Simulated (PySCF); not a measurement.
PySCF job for C2H6Be, SMILES [CH3][Be][CH3] (connectivity only; charge and spin as stated), charge +1, multiplicity 2, TDA-B3LYP/def2-SVPD. Geometry: PBE0-D3(BJ)/def2-TZVP. The multiplicity is an assumed one; other spin states were not compared. The isomer is the one that the SMILES or the coordinates give; other isomers of the formula were not compared.

```python
import numpy as np
from pyscf import gto, scf, dft, tdscf

mol = gto.M(
    atom='''
    Be   -0.00000000    0.00000000    0.00000000
    C     0.00000000   -0.00000000   -1.77144096
    H     0.92941016    0.51940034   -2.01619541
    H    -0.91451896    0.54519264   -2.01619540
    H    -0.01489120   -1.06459298   -2.01619541
    C    -0.00000000    0.00000000    1.77144096
    H     0.92941015   -0.51940034    2.01619541
    H    -0.91451897   -0.54519264    2.01619541
    H    -0.01489119    1.06459297    2.01619540
    ''',
    basis='def2-SVPD',
    charge=1,
    spin=1,
    max_memory=1600,
    verbose=4,
)
mf = dft.UKS(mol, xc='b3lyp').density_fit(auxbasis='def2-universal-jkfit')
mf.grids.level = 3
mf.conv_tol = 1e-9
mf.max_cycle = 100
mf.kernel()
fine, coarse = mf.grids, dft.Grids(mol).set(level=1).build(with_non0tab=True)
for _ in range(3):  # follow internal instabilities
    mf.grids = coarse
    mo, _, stable, _ = mf.stability(return_status=True, nroots=4)
    mf.grids = fine
    if stable:
        break
    mf.kernel(mf.make_rdm1(mo, mf.mo_occ))
mf.grids = dft.Grids(mol).set(level=1).build(with_non0tab=True)  # coarser grid for the response kernel
td = tdscf.TDA(mf)
td.nstates = 10
td.conv_tol = 1e-4
td.kernel(x0=td.get_init_guess(mf, 15))
td.analyze()
```

Program output:

```
PySCF version 2.14.0

[INPUT] verbose = 4
[INPUT] num. atoms = 9
[INPUT] num. electrons = 21
[INPUT] charge = 1
[INPUT] spin (= nelec alpha-beta = 2S) = 1
[INPUT] symmetry False subgroup None
[INPUT] Mole.unit = angstrom
[INPUT] Symbol           X                Y                Z      unit          X                Y                Z       unit  Magmom
[INPUT]  1 Be     0.000000000000   0.000000000000   0.000000000000 AA    0.000000000000   0.000000000000   0.000000000000 Bohr   0.0
[INPUT]  2 C      0.000000000000   0.000000000000  -1.771440960000 AA    0.000000000000   0.000000000000  -3.347538260237 Bohr   0.0
[INPUT]  3 H      0.929410160000   0.519400340000  -2.016195410000 AA    1.756330659788   0.981524391606  -3.810057138505 Bohr   0.0
[INPUT]  4 H     -0.914518960000   0.545192640000  -2.016195400000 AA   -1.728190370122   1.030264774729  -3.810057119608 Bohr   0.0
[INPUT]  5 H     -0.014891200000  -1.064592980000  -2.016195410000 AA   -0.028140289666  -2.011789166335  -3.810057138505 Bohr   0.0
[INPUT]  6 C      0.000000000000   0.000000000000   1.771440960000 AA    0.000000000000   0.000000000000   3.347538260237 Bohr   0.0
[INPUT]  7 H      0.929410150000  -0.519400340000   2.016195410000 AA    1.756330640891  -0.981524391606   3.810057138505 Bohr   0.0
[INPUT]  8 H     -0.914518970000  -0.545192640000   2.016195410000 AA   -1.728190389019  -1.030264774729   3.810057138505 Bohr   0.0
[INPUT]  9 H     -0.014891190000   1.064592970000   2.016195400000 AA   -0.028140270769   2.011789147437   3.810057119608 Bohr   0.0

nuclear repulsion = 50.397218855113
number of shells = 46
number of NR pGTOs = 142
number of NR cGTOs = 100
basis = def2-SVPD
ecp = {}


******** <class 'pyscf.df.df_jk.DFUKS'> ********
method = DFUKS
initial guess = minao
damping factor = 0
level_shift factor = 0
DIIS = <class 'pyscf.scf.diis.CDIIS'>
diis_start_cycle = 1
diis_space = 8
diis_damp = 0
SCF conv_tol = 1e-09
SCF conv_tol_grad = None
SCF max_cycles = 100
direct_scf = False
number electrons alpha = 11  beta = 10
XC library pyscf.dft.libxc version 7.1.2
    S. Lehtola, C. Steigemann, M. J. T. Oliveira, and M. A. L. Marques,  SoftwareX 7, 1–5 (2018)
XC functionals = b3lyp
    P. J. Stephens, F. J. Devlin, C. F. Chabalowski, and M. J. Frisch,  J. Phys. Chem. 98, 11623 (1994)
radial grids:
    Treutler-Ahlrichs [JCP 102, 346 (1995); DOI:10.1063/1.469408] (M4) radial grids

becke partition: Becke, JCP 88, 2547 (1988); DOI:10.1063/1.454033
pruning grids: <function nwchem_prune>
grids dens level: 3
symmetrized grids: False
atomic radii adjust function: <function treutler_atomic_radii_adjust>
small_rho_cutoff = 0
Set gradient conv threshold to 3.16228e-05
tot grids = 100808
******** <class 'pyscf.df.df.DF'> ********
auxbasis = def2-universal-jkfit
init E= -94.3381509434437
  alpha nocc = 11  HOMO = -0.326438724739589  LUMO = -0.0423807127131601
  beta  nocc = 10  HOMO = -0.36756103124755  LUMO = -0.32643872473959

WARN: HOMO -0.326438724739589 >= LUMO -0.32643872473959

cycle= 1 E= -94.1298596017718  delta_E= 0.208  |g|= 0.175  |ddm|= 2.27
  alpha nocc = 11  HOMO = -0.534767468677514  LUMO = -0.243774718587255
  beta  nocc = 10  HOMO = -0.51400825437431  LUMO = -0.436542142336429
  HOMO = -0.514008254374  LUMO = -0.436542142336  gap/eV = 2.10796
cycle= 2 E= -94.1322492907083  delta_E= -0.00239  |g|= 0.176  |ddm|= 0.562
  alpha nocc = 11  HOMO = -0.555768683833405  LUMO = -0.230952978053778
  beta  nocc = 10  HOMO = -0.524081333445446  LUMO = -0.452477915178688
  HOMO = -0.524081333445  LUMO = -0.452477915179  gap/eV = 1.94843
cycle= 3 E= -94.1508996236429  delta_E= -0.0187  |g|= 0.0155  |ddm|= 0.24
  alpha nocc = 11  HOMO = -0.549579316059899  LUMO = -0.225123978465173
  beta  nocc = 10  HOMO = -0.515806905915547  LUMO = -0.442298805776912
  HOMO = -0.515806905916  LUMO = -0.442298805777  gap/eV = 2.00026
cycle= 4 E= -94.1510523623594  delta_E= -0.000153  |g|= 0.00648  |ddm|= 0.0407
  alpha nocc = 11  HOMO = -0.551626023865224  LUMO = -0.227119398618877
  beta  nocc = 10  HOMO = -0.517209020584951  LUMO = -0.443440423829652
  HOMO = -0.517209020585  LUMO = -0.44344042383  gap/eV = 2.00735
cycle= 5 E= -94.151083352054  delta_E= -3.1e-05  |g|= 0.00108  |ddm|= 0.0143
  alpha nocc = 11  HOMO = -0.552103947750052  LUMO = -0.2275556788214
  beta  nocc = 10  HOMO = -0.517332858196809  LUMO = -0.44333073426225
  HOMO = -0.517332858197  LUMO = -0.443330734262  gap/eV = 2.01370
cycle= 6 E= -94.151085644824  delta_E= -2.29e-06  |g|= 0.000231  |ddm|= 0.00473
  alpha nocc = 11  HOMO = -0.552098422974933  LUMO = -0.227549546018814
  beta  nocc = 10  HOMO = -0.517295030141788  LUMO = -0.443259196541455
  HOMO = -0.517295030142  LUMO = -0.443259196541  gap/eV = 2.01462
cycle= 7 E= -94.1510857407967  delta_E= -9.6e-08  |g|= 3.53e-05  |ddm|= 0.000953
  alpha nocc = 11  HOMO = -0.552093266972123  LUMO = -0.22755181178636
  beta  nocc = 10  HOMO = -0.517296309489998  LUMO = -0.44326054302305
  HOMO = -0.51729630949  LUMO = -0.443260543023  gap/eV = 2.01462
cycle= 8 E= -94.1510857425565  delta_E= -1.76e-09  |g|= 7.84e-06  |ddm|= 0.00011
  alpha nocc = 11  HOMO = -0.552093331142431  LUMO = -0.227550481930356
  beta  nocc = 10  HOMO = -0.517296450892236  LUMO = -0.443261820293543
  HOMO = -0.517296450892  LUMO = -0.443261820294  gap/eV = 2.01458
cycle= 9 E= -94.1510857426132  delta_E= -5.67e-11  |g|= 7.69e-06  |ddm|= 3.08e-05
  alpha nocc = 11  HOMO = -0.552093231812655  LUMO = -0.227550376286278
  beta  nocc = 10  HOMO = -0.517296261202315  LUMO = -0.443261741378149
  HOMO = -0.517296261202  LUMO = -0.443261741378  gap/eV = 2.01458
Extra cycle  E= -94.151085742314  delta_E= 2.99e-10  |g|= 2.19e-05  |ddm|= 3.79e-05
converged SCF energy = -94.151085742314  <S^2> = 0.75986106  2S+1 = 2.0098369
tot grids = 30280
uhf_internal: lowest eigs of H = [0.16934053 0.25201017 0.25201074 0.26893966]
<class 'pyscf.df.df_jk.DFUKS'> wavefunction is stable in the internal stability analysis
tot grids = 30280


******** <class 'pyscf.tdscf.uks.TDA'> for <class 'pyscf.df.df_jk.DFUKS'> ********
nstates = 10
deg_eia_thresh = 1.000e-03
wfnsym = None
conv_tol = 0.0001
eigh lindep = 1e-12
eigh level_shift = 0
eigh max_cycle = 100


Excitation energies (eV)
[2.08091516 3.54770328 3.54771549 3.75748929 3.75750346 6.17756858
 6.17759894 7.19090029 7.19092265 7.76207451]

** Excitation energies and oscillator strengths **
Excited State   1:      2.08092 eV    595.82 nm  f=0.2542
      11a ->   14a      0.12672
      10b ->   11b      0.97146
Excited State   2:      3.54770 eV    349.48 nm  f=0.0022
       9b ->   11b     -0.99740
Excited State   3:      3.54772 eV    349.48 nm  f=0.0022
       8b ->   11b     -0.99740
Excited State   4:      3.75749 eV    329.97 nm  f=0.0000
       7b ->   11b     -0.99765
Excited State   5:      3.75750 eV    329.96 nm  f=0.0000
       6b ->   11b      0.99765
Excited State   6:      6.17757 eV    200.70 nm  f=0.0290
      10a ->   13a     -0.36213
      10b ->   13b      0.92545
Excited State   7:      6.17760 eV    200.70 nm  f=0.0290
      10a ->   12a      0.36214
      10b ->   12b     -0.92545
Excited State   8:      7.19090 eV    172.42 nm  f=0.0000
      11a ->   12a      0.99565
Excited State   9:      7.19092 eV    172.42 nm  f=0.0000
      11a ->   13a     -0.99565
Excited State  10:      7.76207 eV    159.73 nm  f=0.0000
      10a ->   14a     -0.24371
      10b ->   14b      0.95555

** Transition electric dipole moments (AU) **
state          X           Y           Z        Dip. S.      Osc.
  1         0.0000     -0.0000     -2.2330      4.9863      0.2542
  2        -0.1577     -0.0002      0.0000      0.0249      0.0022
  3         0.0002     -0.1577      0.0000      0.0249      0.0022
  4         0.0001      0.0000     -0.0000      0.0000      0.0000
  5         0.0000     -0.0001      0.0000      0.0000      0.0000
  6        -0.0000     -0.4378     -0.0000      0.1916      0.0290
  7         0.4377     -0.0000     -0.0000      0.1916      0.0290
  8         0.0001      0.0000     -0.0000      0.0000      0.0000
  9         0.0000     -0.0001      0.0000      0.0000      0.0000
 10         0.0000     -0.0000      0.0000      0.0000      0.0000

** Transition velocity dipole moments (imaginary part, AU) **
state          X           Y           Z        Dip. S.      Osc.
  1         0.0000      0.0000      0.0112      0.0001      0.0011
  2         0.0068      0.0000      0.0000      0.0000      0.0002
  3        -0.0000      0.0068      0.0000      0.0000      0.0002
  4        -0.0000      0.0000      0.0000      0.0000      0.0000
  5         0.0000      0.0000      0.0000      0.0000      0.0000
  6        -0.0000     -0.0324      0.0000      0.0011      0.0031
  7         0.0324     -0.0000     -0.0000      0.0011      0.0031
  8         0.0000     -0.0000     -0.0000      0.0000      0.0000
  9        -0.0000     -0.0000      0.0000      0.0000      0.0000
 10         0.0000     -0.0000      0.0000      0.0000      0.0000

** Transition magnetic dipole moments (imaginary part, AU) **
state          X           Y           Z
  1         0.0000     -0.0000      0.0000
  2        -0.0001     -0.0005      0.0000
  3         0.0005     -0.0001     -0.0000
  4         0.0007     -0.8249      0.0000
  5        -0.8249     -0.0007      0.0000
  6         0.0000     -0.0000     -0.0000
  7         0.0000      0.0000      0.0000
  8         0.0000     -0.7362     -0.0000
  9        -0.7362     -0.0000      0.0000
 10        -0.0000     -0.0000     -0.0000
```

Self-consistency was reached.
